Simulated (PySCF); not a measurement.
(4,2) BP nanotube piece (B8P8H12): Orbital levels and atomic charges

System: (4,2) BP nanotube piece (B8P8H12).

Cartesian coordinates (Å):
```
  1 B     2.765    0.399    0.727
  2 P     1.640    1.758    0.223
  3 B     0.875    1.624   -1.455
  4 P    -0.831    2.238   -1.760
  5 B     0.460    2.092    1.601
  6 P    -1.260    2.666    1.277
  7 B    -1.906    1.888   -0.282
  8 P    -3.522    0.912   -0.404
  9 B    -2.765   -0.399    0.727
 10 P    -1.639   -1.757    0.225
 11 B    -0.877   -1.625   -1.454
 12 P     0.829   -2.238   -1.759
 13 B    -0.458   -2.092    1.602
 14 P     1.261   -2.665    1.276
 15 B     1.906   -1.888   -0.284
 16 P     3.522   -0.912   -0.404
 17 H     2.936    0.247    1.879
 18 H     1.500    1.226   -2.363
 19 H    -1.318    1.500   -2.824
 20 H     0.819    1.972    2.708
 21 H    -2.021    2.204    2.333
 22 H    -3.294    0.361   -1.662
 23 H    -2.934   -0.247    1.879
 24 H    -1.500   -1.227   -2.363
 25 H     1.318   -1.502   -2.823
 26 H    -0.819   -1.970    2.709
 27 H     2.021   -2.203    2.334
 28 H     3.293   -0.362   -1.662
```

Method: PBE0/6-31G*, gas phase, PySCF, fitting set def2-universal-JFIT up to Ne and JKFIT beyond, grid level 1.

Q: Give the orbital energies near the gap.

A: 
```csv
orbital,eV
HOMO-4,-7.51
HOMO-3,-7.48
HOMO-2,-7.22
HOMO-1,-6.96
HOMO,-6.54
LUMO,-2.61
LUMO+1,-2.33
LUMO+2,-2.20
LUMO+3,-1.81
```

Q: Give the partial charges of the non-hydrogen atoms.

A: 
```tsv
atom	Mulliken	IAO	Hirshfeld
B1	-0.13	-0.28	0.03
P2	0.13	0.39	0.01
B3	-0.12	-0.34	0.01
P4	0.02	0.29	0.02
B5	-0.12	-0.33	0.01
P6	0.02	0.29	0.02
B7	-0.16	-0.37	0.00
P8	0.02	0.21	-0.01
B9	-0.13	-0.28	0.03
P10	0.13	0.39	0.01
B11	-0.12	-0.34	0.01
P12	0.02	0.29	0.02
B13	-0.12	-0.33	0.01
P14	0.02	0.29	0.02
B15	-0.16	-0.37	0.00
P16	0.02	0.21	-0.01
```
